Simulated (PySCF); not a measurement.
barium atom (Ba), singlet (core potentials on Ba). Base run: PBE/def2-SVP (PySCF).

PySCF was given this input:
```python
from pyscf import gto, scf, dft, solvent

mol = gto.Mole()
mol.atom = '''
    Ba    0.000000    0.000000    0.000000
'''
mol.basis = 'def2-svp'
mol.ecp = {'Ba': 'def2-svp'}
mol.charge = 0
mol.spin = 0
mol.verbose = 4
mol.build()

mf = dft.RKS(mol)
mf.xc = 'pbe'
mf.kernel()
```

Variants of this job, named by their change:

```tsv
change	ΔE vs base (kJ/mol)	HOMO-LUMO gap (eV)
base	0.00	1.30
model = IEF-PCM; solvent = chloroform; vdw_scale = 1.0	(withheld)	(withheld)
model = ddCOSMO; solvent = chloroform	-50.0	1.46
model = IEF-PCM; solvent = chloroform; vdw_scale = 1.4	-0.25	1.30
model = IEF-PCM; solvent = 2-propanol	-2.02	1.30
model = IEF-PCM; solvent = tetrahydrofuran	-1.83	1.30
model = IEF-PCM; solvent = chloroform; lebedev_order = 41	(withheld)	1.30
model = IEF-PCM; solvent = chloroform; vdw_scale = 1.1	-4.19	1.30
model = IEF-PCM; solvent = toluene	(withheld)	1.30
model = IEF-PCM; solvent = chloroform; lebedev_order = 11	-1.84	1.30
model = COSMO; solvent = chloroform	-1.50	1.30
model = IEF-PCM; solvent = chloroform; r_probe = 0.5	-0.24	1.30
```

Problem. Some entries are withheld; supply them.

Solution. 
- model = IEF-PCM; solvent = chloroform; vdw_scale = 1.0, ΔE vs base (kJ/mol): -10.32
- model = IEF-PCM; solvent = chloroform; vdw_scale = 1.0, HOMO-LUMO gap (eV): 1.32
- model = IEF-PCM; solvent = chloroform; lebedev_order = 41, ΔE vs base (kJ/mol): -1.65
- model = IEF-PCM; solvent = toluene, ΔE vs base (kJ/mol): -1.21

The base is the gas phase, so ΔE is the electrostatic part of solvation at a fixed geometry, without cavity and dispersion terms.
